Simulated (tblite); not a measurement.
C6H3N2SSi (doublet state).
Cartesian coordinates in Å at the GFN2-xTB level; atoms count from 1:
```
atom  x, y, z in Å
N1    -3.2644    2.1159   -0.5537
C2    -2.3752    1.4148   -0.3777
C3    -1.2655    0.5798   -0.1669
C4     0.0791    0.9693   -0.1932
C5     1.0251    0.0637    0.0255
Si6    2.9050    0.2025    0.0712
S7     0.2282   -1.4994    0.3089
C8    -1.3434   -0.7841    0.1040
C9    -2.5029   -1.5517    0.2128
N10   -3.4519   -2.1910    0.3036
H11    3.3315   -0.2259    1.4026
H12    3.2055    1.6038   -0.1971
H13    3.4245   -0.6972   -0.9577
```

Computed geometry: GFN2-xTB, gas phase. This method treats the open shell by occupation alone, without spin polarisation.

Take the most abundant isotopes and a rigid rotor. 

Problem. Give the principal moments of inertia and the rotational constants in MHz.

Solution. Ia = 288.06, Ib = 755.93, Ic = 1038.14 u·Å²; 505379 MHz·u·Å²/I gives A = 1754, B = 668.6, C = 486.8 MHz.

Problem. What kind of rotor is it?

Solution. An asymmetric top. Ray's parameter κ = (2B − A − C)/(A − C) = -0.713; −1 is the prolate and +1 the oblate limit.

Problem. Is it planar, by Δ = Ic − Ia − Ib?

Solution. Not planar: Δ = Ic − Ia − Ib = -5.85 u·Å². For a rigid frame Δ = −2 Σ m c², so Σ m c² = 2.92 u·Å² lies off the ab plane, practically all of it from hydrogen. The atom farthest from that plane is 1.20 Å away.

Problem. Give the other two planar moments, Paa and Pbb, and the rms extents of the mass along the axes.

Solution. Paa = Σ m a² = (Ib + Ic − Ia)/2 = 753.01 and Pbb = Σ m b² = (Ia + Ic − Ib)/2 = 285.14 u·Å². With the mass M = 162.98 u, the rms extents √(P/M) along a, b and c are 2.15, 1.32, 0.13 Å.

For this open shell read J as N, the rotation without spin; fine and hyperfine splittings come on top. Its GFN2-xTB frequencies are all real (lowest 30 cm⁻¹). Constants of a rigid frame at the computed geometry: no zero-point averaging, no centrifugal distortion.
